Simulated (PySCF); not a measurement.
Ligand exchange on a metal centre used in film growth or etching (Ti NH2-H). Gas-phase values, no solvent. One relaxed conformer stands for each flexible species; it need not be the lowest.

Level of theory: PySCF 2.14.0 with PBE-D3(BJ)/def2-TZVP // BP86-D3(BJ)/def2-SVP. All candidates: neutral, multiplicity 1. 

| Quantity | Value |
|---|---|
| HOMO | -5.42 eV |
| LUMO | -1.71 eV |
| HOMO–LUMO gap | 3.71 eV |

### Question
Identify which member has these values.
A) [Ti(NH2)(H)3]
B) [Ti(H)4]
C) [Ti(NH2)3(H)]
D) [Ti(NH2)4]

### Answer
D, [Ti(NH2)4]. The others give [Ti(NH2)(H)3]: -6.75 eV, -3.69 eV, 3.06 eV; [Ti(NH2)3(H)]: -5.89 eV, -1.92 eV, 3.97 eV; [Ti(H)4]: -7.43 eV, -4.32 eV, 3.11 eV
